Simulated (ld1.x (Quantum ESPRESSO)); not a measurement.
LDA (PZ) PAW dataset for Yb (Z = 70), scalar-relativistic all-electron reference.

ld1.x (Quantum ESPRESSO) 7.5 was run on this input:

```
&input
   title='Yb', zed=70., rel=1, dft='PZ', iswitch=3,
   config='[Xe] 4f14 5d0 6s2 6p0',
   nld=3, rlderiv=3.85, eminld=-6.0, emaxld=5.0, deld=0.02
 /
 &inputp
   pseudotype=3, lpaw=.true., tm=.true., lloc=-1, rcloc=2.95,
   nlcc=.true., new_core_ps=.true.,
   which_augfun='BESSEL', rmatch_augfun=1.10,
   file_pseudopw='Yb.UPF', file_wfcaegen='ae.wfc', file_wfcncgen='nc.wfc', file_beta='beta', file_chi='chi', file_wfcusgen='us.wfc'
 /
6
5S  1  0   2.00   0.00  1.55  1.75  0.0
6S  2  0   2.00   0.00  1.55  1.75  0.0
5P  2  1   6.00   0.00  2.20  2.35  0.0
6P  3  1   0.00   0.00  2.20  2.35  0.0
5D  3  2   0.00   0.00  2.80  3.55  0.0
5D  3  2   0.00   3.30  2.80  3.55  0.0
 &test
   configts(1)='5s2 5p6 5d0 6s2 6p0'
 /
```

Command:

```bash
ld1.x < Yb.in > Yb.out
```

The program printed (shortened: banner, matrices, multipoles, cross overlaps and the repeated all-electron block are left out):

```
Program LD1 v.7.5
     --------------------------- All-electron run ----------------------------

     Yb
     scalar relativistic calculation

     atomic number is 70.00
     dft =PZ   lsd =0 sic =0 latt =0  beta=0.20 tr2=1.0E-14
     Exchange-correlation= PZ
                           (   1   1   0   0   0   0   0)
     mesh =1269 r(mesh) =  99.63413 a.u. xmin = -7.00 dx = 0.01250
     1 Ry =  13.60569312 eV, c = 137.03599908

     n l     nl                  e(Ry)          e(Ha)          e(eV)
     1 0     1S 1( 2.00)     -4497.5248     -2248.7624    -61191.9426
     2 0     2S 1( 2.00)      -762.0757      -381.0379    -10368.5681
     2 1     2P 1( 6.00)      -671.8928      -335.9464     -9141.5670
     3 0     3S 1( 2.00)      -171.7301       -85.8651     -2336.5076
     3 1     3P 1( 6.00)      -144.5495       -72.2748     -1966.6966
     4 0     4S 1( 2.00)       -33.7396       -16.8698      -459.0508
     4 1     4P 1( 6.00)       -24.8135       -12.4068      -337.6052
     3 2     3D 1(10.00)      -111.4023       -55.7011     -1515.7051
     5 0     5S 1( 2.00)        -4.0492        -2.0246       -55.0927
     5 1     5P 1( 6.00)        -2.0269        -1.0135       -27.5776
     4 2     4D 1(10.00)       -13.0665        -6.5333      -177.7794
     4 3     4F 1(14.00)        -0.2381        -0.1190        -3.2389
     5 2     5D 1( 0.00)        -0.0609        -0.0305        -0.8287
     6 0     6S 1( 2.00)        -0.3001        -0.1501        -4.0837
     6 1     6P 1( 0.00)        -0.0850        -0.0425        -1.1570

     final scf error:  8.4E-15 reached in  33 iterations

     Etot =  -28102.355801 Ry,  -14051.177901 Ha, -382352.029063 eV

     Ekin =   30621.723776 Ry,   15310.861888 Ha,  416629.776591 eV
     Encl =  -69197.530926 Ry,  -34598.765463 Ha, -941480.370646 eV
     Eh   =   11041.750709 Ry,    5520.875354 Ha,  150230.671686 eV
     Exc  =    -568.299360 Ry,    -284.149680 Ha,   -7732.106694 eV

     normalization and overlap integrals

     s(1S/1S) =  1.000000  <r> =   0.0197  <r2> =    0.0005  r(max) =   0.0125
     s(2S/2S) =  1.000000  <r> =   0.0834  <r2> =    0.0082  r(max) =   0.0708
     s(2P/2P) =  1.000000  <r> =   0.0742  <r2> =    0.0067  r(max) =   0.0572
     s(3S/3S) =  1.000000  <r> =   0.2169  <r2> =    0.0538  r(max) =   0.1997
     s(3P/3P) =  1.000000  <r> =   0.2164  <r2> =    0.0543  r(max) =   0.1972
     s(4S/4S) =  1.000000  <r> =   0.4881  <r2> =    0.2691  r(max) =   0.4557
     s(4P/4P) =  1.000000  <r> =   0.5185  <r2> =    0.3061  r(max) =   0.4790
     s(3D/3D) =  1.000000  <r> =   0.1962  <r2> =    0.0451  r(max) =   0.1595
     s(5S/5S) =  1.000000  <r> =   1.2077  <r2> =    1.6460  r(max) =   1.0661
     s(5P/5P) =  1.000000  <r> =   1.4524  <r2> =    2.4142  r(max) =   1.2386
     s(4D/4D) =  1.000000  <r> =   0.5603  <r2> =    0.3648  r(max) =   0.4912
     s(4F/4F) =  1.000001  <r> =   0.7911  <r2> =    0.8857  r(max) =   0.4851
     s(5D/5D) =  1.000000  <r> =   3.7002  <r2> =   18.1240  r(max) =   2.1202
     s(6S/6S) =  1.000000  <r> =   3.8699  <r2> =   17.1301  r(max) =   3.2027
     s(6P/6P) =  1.000000  <r> =   5.7177  <r2> =   37.9214  r(max) =   4.6600

     ------------------------ End of All-electron run ------------------------

     --------------------- Generating PAW atomic setup --------------------

      Generating local potential from pseudized AE potential:
      Matching radius rcloc =   2.9500

      Local pseudo, rcloc= 2.934 Estimated cut-off energy=     2.83 Ry

      Computing core charge for nlcc:

       r > 0.96 : true rho core
      Core charge pseudized with two Bessel functions
      Integrated core pseudo-charge :  26.00
      Wfc-us  5S rcutus= 1.736  Estimated cut-off energy=    17.68 Ry
      Wfc-us  6S rcutus= 1.736  Estimated cut-off energy=    34.04 Ry
      Wfc-us  5P rcutus= 2.343  Estimated cut-off energy=    15.51 Ry
      Wfc-us  6P rcutus= 2.343  Estimated cut-off energy=    28.77 Ry
      Wfc-us  5D rcutus= 3.584  Estimated cut-off energy=     8.83 Ry
      Wfc-us  5D rcutus= 3.584  Estimated cut-off energy=    12.56 Ry

     Required augmentation: BESSEL   radius:    1.100000
     Suggested rho cutoff for augmentation:  81.04 Ry

     Estimated PAW energy = -623.465660 Ryd

     ------------------- End of pseudopotential generation -------------------

     Computing logarithmic derivative in   3.83924
     Computing logarithmic derivative in   3.83924
     Computing the partial wave expansion
     R is outside the sphere for l=    0 j= 0.00
     R is outside the sphere for l=    0 j= 0.00
     R is outside the sphere for l=    1 j= 0.00
     R is outside the sphere for l=    1 j= 0.00
     R is outside the sphere for l=    2 j= 0.00
     R is outside the sphere for l=    2 j= 0.00

     ---------------------- Testing the pseudopotential ----------------------

     Yb
     scalar relativistic calculation

     atomic number is 70.00   valence charge is 10.00
     dft = SLA  PZ   NOGX NOGC   lsd =0 sic =0 latt =0  beta=0.20 tr2=1.0E-14
     mesh =1269 r(mesh) =  99.63413 xmin = -7.00 dx = 0.01250

     n l     nl             e AE (Ry)        e PS (Ry)    De AE-PS (Ry)
     1 0     5S   1( 2.00)       -4.04924       -4.04918       -0.00005
     2 1     5P   1( 6.00)       -2.02692       -2.02687       -0.00005
     3 2     5D   1( 0.00)       -0.06091       -0.06090       -0.00001
     2 0     6S   1( 2.00)       -0.30014       -0.30014       -0.00001
     3 1     6P   1( 0.00)       -0.08504       -0.08503       -0.00000

     eps = 8.0E-15  iter =  6

     Etot =  -28102.355801 Ry,  -14051.177901 Ha, -382352.029063 eV
     Etotps =  -623.465662 Ry,    -311.732831 Ha,   -8482.682476 eV

     Ekin =     159.216383 Ry,      79.608191 Ha,    2166.249243 eV
     Encl =    -266.327575 Ry,    -133.163788 Ha,   -3623.571257 eV
     Ehrt =      51.945101 Ry,      25.972550 Ha,     706.749102 eV
     Ecxc =    -568.299571 Ry,    -284.149785 Ha,   -7732.109564 eV
     (Ecc =     -76.729127 Ry,     -38.364564 Ha,   -1043.952957 eV)

     ---------------------- End of pseudopotential test ----------------------
```

Generation and configuration tests took about 2 s on one core of a shared server CPU.
